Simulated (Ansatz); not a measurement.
Mulliken charges of C2H5FOSe (`C[Se]C(O)F`) from ωB97M-V/def2-TZVPP in Ansatz (PBE0-D4/def2-TZVP geometry).

| atom | x (Å) | y (Å) | z (Å) | charge (e) |
| --- | --- | --- | --- | --- |
| C1 | -1.143 | -0.378 | 1.154 | -0.449 |
| Se2 | -0.845 | 1.209 | 0.077 | 0.046 |
| C3 | 0.823 | 0.586 | -0.727 | 0.106 |
| O4 | 0.602 | -0.573 | -1.417 | -0.261 |
| F5 | 1.245 | 1.583 | -1.572 | -0.202 |
| H6 | -0.338 | -0.509 | 1.876 | 0.140 |
| H7 | -1.232 | -1.249 | 0.509 | 0.160 |
| H8 | -2.078 | -0.216 | 1.688 | 0.145 |
| H9 | 1.597 | 0.476 | 0.041 | 0.127 |
| H10 | 1.451 | -0.980 | -1.627 | 0.186 |

Q: By hand: the dipole of these point charges (1 e Å = 4.8032 D).

A: Σ q r = (0.080, -0.307, 0.387) e Å, of length 0.500 e Å = 2.40 D.

Q: How does the dipole of the full density compare? (An estimate is asked.)

A: Computed: (0.269, -0.484, 0.316) e Å, 3.06 D; the point charges give 0.78 times that, at 24° from its direction.

Point charges leave out the atoms' own dipoles, such as those of lone pairs, and Mulliken's split depends on the basis, so the two needn't agree.
